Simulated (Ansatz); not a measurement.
Basis sets compared for the cluster Be4S4⁺. The state is a doublet with charge 1. Geometry PBE-D4/def2-SVP. Ansatz on 4 threads of Intel Xeon Platinum 8488C on a shared host; times are rough, and most runs start from earlier orbitals.

```xyz
8

Be    0.840   -0.424    1.723
Be   -0.840    0.424   -1.723
Be    0.000    1.907    0.469
Be   -0.001   -1.907   -0.469
S    -0.822   -1.449   -2.143
S    -0.821    2.278   -1.226
S     0.821   -2.278    1.225
S     0.822    1.449    2.143
```

Another isomer (doublet) lies 0.87 eV lower at PBE0-D4/def2-TZVP; other spin states weren't run for this one.

```
           level  functions  energy (Eh)  HOMO (eV)  LUMO (eV)  wall time
 PBE-D4/def2-SVP        108   -1650.4449     -11.51     -11.02      1.6 s
PBE0-D4/def2-SVP        108   -1650.5821     -12.45     -10.85      2.1 s
```

(1) Estimate the rows for PBE-D4/def2-TZVP (with forces), PBE0-D4/def2-TZVP.

Answers

(1) 
```csv
level,functions,energy (Eh),HOMO (eV),LUMO (eV),wall time
PBE-D4/def2-TZVP (with forces),224,-1651.0662,-11.33,-10.86,3.4 s
PBE0-D4/def2-TZVP,224,-1651.2025,-12.19,-10.67,7 s
```
